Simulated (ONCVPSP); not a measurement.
**What the settings do to the ONCV potential of lithium**

Base potential:

Li (Z = 3), optimised norm-conserving Vanderbilt (ONCV), made with ONCVPSP 4.0.1 (PBE, scalar-relativistic). Core none, reference 1s2 2s1. Waves: 1s+2s: rc 1.10 bohr, ncon 4, nbas 8, qcut 9 1/bohr, 2 projectors; p scattering state at 0.04 Ha: rc 1.20 bohr, ncon 4, nbas 8, qcut 7.5 1/bohr, 2 projectors, debl 3.4 Ha; d scattering state at 0.13 Ha: rc 1.00 bohr, ncon 4, nbas 8, qcut 8.5 1/bohr, 2 projectors, debl 1.7 Ha. Local part: polynomial inside 0.95 bohr (lpopt 2, dvloc0 -1 Ha). Core correction: none.

Cutoffs, loose and tight: the cutoffs (Ha) at which the residual kinetic energy of the hardest occupied pseudo-wave falls to 1 and 0.1 mHa per electron. They do not see the model core or the augmentation charge, which bear on the density cutoff. Test errors are all-electron minus pseudo excitation energies from the reference, over the configurations 1s2 2s0; 1s2 2s0.5; 1s2 2s0 2p1; 1s1 2s1. A dash means not determined; rows that change the core or the reference have their own tests.

| change | outcome | cutoff, loose | cutoff, tight | bound ghosts | GHOST(+) flags above zero | largest test error (meV) |
| --- | --- | --- | --- | --- | --- | --- |
| base | generated | 35 Ha | 54 Ha | none | none | +999 |
| reference 1s2 2p1; waves 1s: rc 1.10 bohr, ncon 4, nbas 8, qcut 9 1/bohr, 2 projectors, debl 3.5 Ha; 2p: rc 1.20 bohr, ncon 4, nbas 8, qcut 7.5 1/bohr, 2 projectors, debl 3.4 Ha | generated | 35 Ha | 54 Ha | none | none | +955 |
| s: qcut 6.2; p: qcut 5.2; d: qcut 5.9 | generated | 131 Ha | 155 Ha | none | none | +1614 |
| d: ncon 5, nbas 9 | generated | 35 Ha | 54 Ha | none | none | +999 |
| p: nproj 1 | generated | 35 Ha | 54 Ha | none | none | +999 |
| local potential polynomial inside 0.95 bohr (lpopt 5, dvloc0 6 Ha) | generated | 35 Ha | 54 Ha | none | none | +996 |

**Question.** What comes out with this change to the base: s: rc 1.36?

**Answer.** outcome: generated; cutoff, loose: 29 Ha; cutoff, tight: 34 Ha; bound ghosts: none; GHOST(+) flags above zero: none; largest test error (meV): +1483.
